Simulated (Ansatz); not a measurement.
SiHMe3 (C₃H₁₀Si), relaxed as a singlet with RKS PBE0-D4/def2-SVP in Ansatz, starting from the GFN2-xTB geometry. Force threshold 0.02 eV/Å.

Start:

```xyz
14

C    -0.889   -1.134    1.077
C    -0.472    0.135   -1.731
C     1.114    1.217    0.716
Si    0.383   -0.341   -0.097
H     1.467   -1.304   -0.373
H    -1.281   -2.059    0.667
H    -1.733   -0.472    1.256
H    -0.445   -1.365    2.041
H     0.225    0.606   -2.417
H    -1.289    0.832   -1.565
H    -0.883   -0.737   -2.230
H     1.818    1.714    0.055
H     1.645    0.972    1.631
H     0.340    1.936    0.970
```

| step | energy (eV) | largest force component (eV/Å) | SCF passes |
| --- | --- | --- | --- |
| 1 | -11140.6548 | 1.027 | 12 |
| 2 | -11140.7089 | 0.285 | 17 |
| 3 | -11140.7139 | 0.053 | 18 |
| 4 | -11140.7143 | 0.015 | 11 |

Force components are those of the run's own axes.

End:

Cartesian coordinates in Å:
```
C -0.878 -1.130 1.070
C -0.468 0.131 -1.719
C 1.101 1.214 0.711
Si 0.363 -0.320 -0.092
H 1.469 -1.297 -0.371
H -1.299 -2.046 0.628
H -1.713 -0.444 1.288
H -0.407 -1.403 2.028
H 0.248 0.594 -2.417
H -1.289 0.848 -1.553
H -0.891 -0.759 -2.211
H 1.835 1.697 0.046
H 1.613 0.963 1.653
H 0.315 1.952 0.939
```

By distances, no bond broke or formed. The bond that changes most is Si4–H5, from 1.48 to 1.50 Å (atoms count from 1).

No frequencies were taken in this run, so the end may be a saddle point.

Hardware: 2 threads of AMD EPYC 9R45 on a shared host. Wall time 4.3 s.
